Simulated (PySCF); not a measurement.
C₄H₁₃AlN, charge +1, singlet, at a GFN2-xTB geometry (such geometries of metal compounds can be far from the true shape); MP2/STO-3G (PySCF).

The PySCF input:
```python
from pyscf import gto, scf, mp

mol = gto.Mole()
mol.atom = '''
    Al   -1.403979   -0.718322   -0.459460
    H    -2.218074   -1.383080    0.642568
    H    -1.671128   -0.579951   -1.954165
    C    -0.610684    1.910747    0.470174
    C     0.530314    1.196937   -0.235627
    N     0.468762   -0.262524   -0.002141
    C     1.446006   -0.935581   -0.870466
    C     0.696851   -0.608865    1.406109
    H    -1.567956    1.393170    0.247047
    H    -0.481918    1.950668    1.549047
    H    -0.699516    2.931659    0.105200
    H     0.434976    1.354635   -1.318247
    H     1.498764    1.595773    0.084394
    H     1.182593   -0.764447   -1.918277
    H     1.428179   -2.009987   -0.684879
    H     2.457067   -0.563115   -0.691799
    H     1.631035   -0.182195    1.777245
    H    -0.136525   -0.251240    2.019805
    H     0.737967   -1.695456    1.508890
'''
mol.basis = 'sto-3g'
mol.charge = 1
mol.spin = 0
mol.verbose = 4
mol.build()

mf = scf.RHF(mol)
mf.kernel()

pt = mp.MP2(mf, frozen=10)
pt.kernel()
print('E(MP2) = %.10f' % pt.e_tot)
```

The log (banner, timings and long lists left out):

```
PySCF version 2.14.0

[INPUT] verbose = 4
[INPUT] num. atoms = 19
[INPUT] num. electrons = 56
[INPUT] charge = 1
[INPUT] spin (= nelec alpha-beta = 2S) = 0
[INPUT] symmetry False subgroup None
[INPUT] Mole.unit = angstrom
[INPUT] Symbol           X                Y                Z      unit          X                Y                Z       unit  Magmom
[INPUT]  1 Al    -1.403979000000  -0.718322000000  -0.459460000000 AA   -2.653135794641  -1.357431849250  -0.868253565193 Bohr   0.0
[INPUT]  2 H     -2.218074000000  -1.383080000000   0.642568000000 AA   -4.191552384019  -2.613642408363   1.214277536410 Bohr   0.0
[INPUT]  3 H     -1.671128000000  -0.579951000000  -1.954165000000 AA   -3.157974239092  -1.095948555668  -3.692836652211 Bohr   0.0
[INPUT]  4 C     -0.610684000000   1.910747000000   0.470174000000 AA   -1.154025508654   3.610788523334   0.888500090891 Bohr   0.0
[INPUT]  5 C      0.530314000000   1.196937000000  -0.235627000000 AA    1.002148220023   2.261883118359  -0.445270497553 Bohr   0.0
[INPUT]  6 N      0.468762000000  -0.262524000000  -0.002141000000 AA    0.885831797603  -0.496098461125  -0.004045903633 Bohr   0.0
[INPUT]  7 C      1.446006000000  -0.935581000000  -0.870466000000 AA    2.732555314478  -1.767991857347  -1.644942340746 Bohr   0.0
[INPUT]  8 C      0.696851000000  -0.608865000000   1.406109000000 AA    1.316857539629  -1.150588096833   2.657160911286 Bohr   0.0
[INPUT]  9 H     -1.567956000000   1.393170000000   0.247047000000 AA   -2.963007415369   2.632709744960   0.466851169895 Bohr   0.0
[INPUT] 10 H     -0.481918000000   1.950668000000   1.549047000000 AA   -0.910693034498   3.686228279953   2.927274584079 Bohr   0.0
[INPUT] 11 H     -0.699516000000   2.931659000000   0.105200000000 AA   -1.321893659751   5.540032600616   0.198799188304 Bohr   0.0
[INPUT] 12 H      0.434976000000   1.354635000000  -1.318247000000 AA    0.821985510759   2.559889148750  -2.491125794530 Bohr   0.0
[INPUT] 13 H      1.498764000000   1.595773000000   0.084394000000 AA    2.832253485358   3.015573926976   0.159481546557 Bohr   0.0
[INPUT] 14 H      1.182593000000  -0.764447000000  -1.918277000000 AA    2.234776886828  -1.444595466745  -3.625018161052 Bohr   0.0
[INPUT] 15 H      1.428179000000  -2.009987000000  -0.684879000000 AA    2.698867166855  -3.798324943936  -1.294233738466 Bohr   0.0
[INPUT] 16 H      2.457067000000  -0.563115000000  -0.691799000000 AA    4.643183699707  -1.064133126634  -1.307310643248 Bohr   0.0
[INPUT] 17 H      1.631035000000  -0.182195000000   1.777245000000 AA    3.082209449580  -0.344298651265   3.358506306253 Bohr   0.0
[INPUT] 18 H     -0.136525000000  -0.251240000000   2.019805000000 AA   -0.257994859156  -0.474774791536   3.816878275027 Bohr   0.0
[INPUT] 19 H      0.737967000000  -1.695456000000   1.508890000000 AA    1.394555518967  -3.203947496251   2.851388852095 Bohr   0.0

nuclear repulsion = 325.47103969146
number of shells = 33
number of NR pGTOs = 141
number of NR cGTOs = 47
basis = sto-3g
ecp = {}

******** <class 'pyscf.scf.hf.RHF'> ********
method = RHF
initial guess = minao
damping factor = 0
level_shift factor = 0
DIIS = <class 'pyscf.scf.diis.CDIIS'>
diis_start_cycle = 1
diis_space = 8
diis_damp = 0
SCF conv_tol = 1e-09
SCF conv_tol_grad = None
SCF max_cycles = 50
direct_scf = True
direct_scf_tol = 1e-13
Set gradient conv threshold to 3.16228e-05
Initial guess from minao.
init E= -450.743242184028
  HOMO = -0.296672643597231  LUMO = 0.173353860282536  gap/eV = 12.79007
cycle= 1 E= -449.820038807049  delta_E= 0.923  |g|= 0.333  |ddm|= 4.81
  HOMO = -0.553943151710906  LUMO = 0.0745588566443225  gap/eV = 17.10241
cycle= 2 E= -449.867754807766  delta_E= -0.0477  |g|= 0.0879  |ddm|=  0.6
  HOMO = -0.557311354779444  LUMO = 0.0990006486595423  gap/eV = 17.85916
cycle= 3 E= -449.87071321662  delta_E= -0.00296  |g|= 0.0244  |ddm|= 0.154
  HOMO = -0.560045077654415  LUMO = 0.097835806603893  gap/eV = 17.90185
cycle= 4 E= -449.870971968538  delta_E= -0.000259  |g|= 0.00437  |ddm|= 0.0483
  HOMO = -0.560243987415589  LUMO = 0.0970724045513354  gap/eV = 17.88649
cycle= 5 E= -449.870978073686  delta_E= -6.11e-06  |g|= 0.000652  |ddm|= 0.00611
  HOMO = -0.560290865934148  LUMO = 0.0968351097574486  gap/eV = 17.88131
cycle= 6 E= -449.870978316116  delta_E= -2.42e-07  |g|= 0.000134  |ddm|= 0.00142
  HOMO = -0.560305839050252  LUMO = 0.0968536972156219  gap/eV = 17.88222
cycle= 7 E= -449.87097832669  delta_E= -1.06e-08  |g|= 2.88e-05  |ddm|= 0.000298
  HOMO = -0.560312258074304  LUMO = 0.0968497066807114  gap/eV = 17.88229
cycle= 8 E= -449.870978327266  delta_E= -5.76e-10  |g|= 5.1e-06  |ddm|= 7.66e-05
  HOMO = -0.560313014713634  LUMO = 0.0968485780550414  gap/eV = 17.88228
Extra cycle  E= -449.870978327276  delta_E= -9.55e-12  |g|= 1.81e-06  |ddm|= 9.26e-06
converged SCF energy = -449.870978327276

******** <class 'pyscf.mp.mp2.RMP2'> ********
nocc = 18, nmo = 37
frozen orbitals 10
E(RMP2) = -450.168013356912  E_corr = -0.297035029636684
E(SCS-RMP2) = -450.198262179638  E_corr = -0.327283852362596
E_corr(same-spin) = -0.0336440575401057
E_corr(oppo-spin) = -0.263390972096578
E(MP2) = -450.1680133569
```
